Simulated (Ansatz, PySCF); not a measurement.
Caution: the highest occupied level lies above zero, so the state may not be bound. This singlet lies 0.64 eV below the relaxed triplet at the level frozen-core CCSD(T)/aug-cc-pVDZ // PBE0-D3(BJ)/def2-TZVPD (Ansatz, a first-principles code).

```xyz
7

N     -1.2864    -0.2356    -0.0843
B     -0.0294    -0.6165     0.4186
C      1.2488     0.1801     0.2928
O      1.8578     0.9502     1.0674
H     -2.1014    -0.8165    -0.0215
H     -1.4868     0.6714    -0.4970
H      1.7975    -0.1330    -0.6548
```

Charge -1, multiplicity 1.

**Question.** Give the Mulliken and meta-Löwdin atomic charges from PySCF with PBE0-D3(BJ)/def2-TZVPD.

**Answer.** 
```tsv
atom	Mulliken (e)	meta-Löwdin (e)
N1	0.23	-0.47
B2	-1.36	-0.40
C3	0.32	0.07
O4	-0.62	-0.59
H5	0.07	0.22
H6	0.15	0.18
H7	0.19	0.00
```
